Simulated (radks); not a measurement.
Spherical quantum dot in the effective-mass picture: electrons in a hard-walled sphere of radius 7.74, all in effective atomic units (hartree* = m*/eps^2 hartree, bohr* = eps/m* bohr), one dielectric constant everywhere. Method: non-relativistic Kohn-Sham, PBEsol, spin-polarised, spherical densities; computed with a radial shooting solver with Libxc functionals. Levels are named by radial order and angular momentum (1s, 1p, 1d, 2s, ...), and open shells are averaged over m. Results are scaled to m* = 0.427 and eps = 4.8, for which hartree* = 504.3 meV and bohr* = 0.5949 nm.

N = 17, configuration 1s2 1p6 1d(up 5, down 4). This is the lowest configuration that the search found. Occupied levels:

level    occupation  eigenvalue (meV)  <r> (nm)
1s up             1            1368.9     3.317
1s down           1            1371.8     3.313
1p up             3            1387.1     3.372
1p down           3            1390.1     3.370
1d up             5            1421.2     3.436
1d down           4            1424.3     3.434

Energy (meV): total 12574.4, kinetic 2539.4, external 0, Hartree 11840, exchange-correlation -1805.5.

Electron density:

r (nm)  n(r) (e/nm^3)
0.252       0.0005985
0.595       0.0009622
0.939        0.001889
1.28         0.003956
1.63         0.008187
1.97          0.01603
2.31          0.02897
2.65          0.04738
3.00          0.06806
3.34          0.08153
3.68          0.07427
4.03          0.04218
4.37         0.007919
